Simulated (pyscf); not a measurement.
**H₃Si–SiH(SiH₃)–Si(SiH₃)(SiH₃)–GeH₃, singlet**

Gas-phase minimum from PySCF at ωB97X-D3(BJ)/def2-SVP, one conformer. H₃Si–SiH(SiH₃)–Si(SiH₃)(SiH₃)–GeH₃ lies 10.1 kcal/mol over its isomer H₃Si–SiH(SiH₃)–Ge(SiH₃)(SiH₃)–SiH₃, and others may lie lower still (electronic energy, ωB97M-D3(BJ)). 

```xyz
23

Si     1.2462    -0.8582    -2.1676
Si    -0.8377     0.1138    -1.7900
Si    -2.5153    -1.3697    -2.4342
Si    -1.0446     0.4177     0.5049
Si     0.2169     2.2578     1.1589
Si    -3.2871     0.6802     1.0648
Ge    -0.1926    -1.5271     1.5483
H      1.2363    -2.2214    -1.5579
H      2.3279    -0.0550    -1.5250
H      1.5327    -0.9884    -3.6267
H     -0.9705     1.4142    -2.5157
H     -2.4392    -2.5747    -1.5559
H     -2.3569    -1.7976    -3.8557
H     -3.8563    -0.7364    -2.2644
H     -0.3220     3.4982     0.5264
H      0.1840     2.4192     2.6430
H      1.6335     2.0720     0.7253
H     -3.4338     0.9661     2.5228
H     -4.0294    -0.5751     0.7438
H     -3.8855     1.8047     0.2862
H     -0.4990    -1.5057     3.0552
H      1.3319    -1.5975     1.3594
H     -0.8221    -2.7875     0.9337
```
Charge 0, spin multiplicity 1.

Bond lengths (Å): Si1–Si2 2.330, Si1–H8 1.493, Si1–H9 1.493, Si1–H10 1.493, Si2–Si3 2.330, Si2–Si4 2.324, Si2–H11 1.495, Si3–H12 1.493, Si3–H13 1.493, Si3–H14 1.493, Si4–Si5 2.325, Si4–Si6 2.326, Si4–Ge7 2.366, Si5–H15 1.493 (the first ones only). Angles (°): Si2–Si1–H8 108.0, Si2–Si1–H9 110.7, Si2–Si1–H10 111.5, H8–Si1–H9 108.7, H8–Si1–H10 108.7, H9–Si1–H10 109.2, Si1–Si2–Si3 109.5, Si1–Si2–Si4 107.1, Si1–Si2–H11 111.3, Si3–Si2–Si4 107.0, Si3–Si2–H11 110.8, Si4–Si2–H11 111.0, Si2–Si3–H12 108.3, Si2–Si3–H13 111.7 (the first ones only).

Properties at ωB97X-D3(BJ)/def2-SVP:

```json
{
 "harmonic_wavenumbers_unscaled": "28, 55, 56, 69, 72, 75, 85, 90, 92, 96, 115, 129, 143, 152, 277, 384, 430, 436, 449, 459, 469, 476, 491, 512, 532, 550, 566, 570, 582, 602, 691, 707, 818, 876, 883, 895, 902, 904, 919, 947, 950, 951, 952, 953, 955, 956, 957, 2177, 2179, 2182, 2220, 2238, 2240, 2241, 2245, 2246, 2248, 2248, 2249, 2250, 2252, 2253, 2253 cm⁻¹",
 "zero_point_energy": "85.7 kcal/mol",
 "rotational_symmetry_number": "1",
 "Entropy of this conformer at 298 K and 1 atm, rigid rotor and harmonic oscillator, modes under 100 cm⁻¹ raised to 100": "566.3 J/(mol K)",
 "dipole_moment": "0.18 D"
}
```

Single-point totals, which compare only within one level:

| level | total energy (hartree) |
|---|---|
| ωB97X-D3(BJ)/def2-TZVP | -3823.79838 |
| PBE/def2-TZVP | -3822.38431 |
| r²SCAN/def2-TZVP | -3823.46027 |
| B3LYP-D3(BJ)/def2-TZVP | -3823.87046 |
| PBE0-D3(BJ)/def2-TZVP | -3822.66053 |
| M06-2X/def2-TZVP | -3823.46993 |
| ωB97M-D3(BJ)/def2-TZVP | -3823.89441 |

The lowest mode is so soft that the shape along it may change with the basis. Soft torsions are taken as harmonic, which can shift the entropy by several J/(mol K). Elements up to Kr have no core potential and no relativistic terms here.
